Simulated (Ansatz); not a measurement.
`[NH2][W](=[S])(=[S])[Cl]` and `[NH2][W]([NH2])(=[S])=[S]` differ in one atom or group.

Ansatz, PBE0-D4/def2-TZVP geometries, multiplicity 1. Each molecule was computed in one conformer, which needn't be the lowest.

Elements past krypton have def2 core potentials.

```csv
property,`[NH2][W](=[S])(=[S])[Cl]`
"ideal-gas entropy at 298 K and 1 bar (rigid rotor, harmonic PBE0-D4/def2-TZVP) / J/(mol·K)",370
HOMO energy (PBE/def2-TZVPP) / eV,-6.24
size of the dipole moment (B3LYP/def2-TZVPP) / D,3.53
size of the dipole moment (PBE/def2-TZVPP) / D,3.54
HOMO–LUMO gap (PBE0/def2-TZVPP) / eV,4.49
LUMO energy (PBE0/def2-TZVPP) / eV,-2.86
```

Q: What does the change do to each property? (An estimate is asked.)

A: The calculation gave: 
```tsv
property	`[NH2][W]([NH2])(=[S])=[S]`	shift
ideal-gas entropy at 298 K and 1 bar (rigid rotor, harmonic PBE0-D4/def2-TZVP) / J/(mol·K)	370	0
HOMO energy (PBE/def2-TZVPP) / eV	-5.94	0.30
size of the dipole moment (B3LYP/def2-TZVPP) / D	4.04	0.51
size of the dipole moment (PBE/def2-TZVPP) / D	4.05	0.51
HOMO–LUMO gap (PBE0/def2-TZVPP) / eV	4.62	0.13
LUMO energy (PBE0/def2-TZVPP) / eV	-2.44	0.42
```

With PBE0 the HOMO rises by 0.29 eV and the LUMO rises by 0.42 eV, so the gap widens by about 0.13 eV. PBE moves the HOMO by 0.30 eV and ωB97M-V by 0.26 eV. The zero-point energy changes by 61.7 kJ/mol with +6 modes. Dipoles are sizes alone; their direction can turn.

B3LYP here is the variant with VWN-RPA as its local correlation; programs differ in this.
